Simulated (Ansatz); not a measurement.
Job for Ansatz (a quantum-chemistry and plane-wave program): R-SVWN5/def2-TZVPP on FH3PbSi (SMILES [F][Pb][SiH3]), a point of a torsion scan. Elements past Kr take the def2 small-core potentials; no spin–orbit coupling.

Ansatz 0.2 input:
```yaml
crystal:
  periodic: [false, false, false]
  atoms:
    - {symbol: F, position_ang: [2.71670279, 0.78503173, -0.02903020]}
    - {symbol: Pb, position_ang: [1.78817891, -1.11861270, 0.02648348]}
    - {symbol: Si, position_ang: [-0.68870516, -0.06514740, -0.00098104]}
    - {symbol: H, position_ang: [-0.83438856, 1.30315686, -0.48210123]}
    - {symbol: H, position_ang: [-1.34707104, -0.06498980, 1.31251579]}
    - {symbol: H, position_ang: [-1.63361699, -0.83567802, -0.82614709]}
basis:
  gaussian:
    orbitals: def2-TZVPP
hamiltonian:
  xc: {name: SVWN5}
scf: {lower_state_search: off}
```

The head of its log:

```
WARN ansatz: RAYON_NUM_THREADS=1 ignored (pool sized by the plan → 1); use --threads N
Functional definition: SVWN5
these checks for a lower state are left out or cut short: stability, starts, cluster_reference, orbital_swaps, neighbouring_geometries, increment
integrals: 0.07 GiB planned
1003 factors; their error is unknown
mean field: 0.51 GiB planned
mean field evaluation 1: about -15831.9357 eV, gradient 5.0e1 eV
mean field evaluation 2: about -15690.5527 eV, gradient 2.3e2 eV
```

### Question
What total energy does the run end on?

### Answer
-582.0166 hartree.
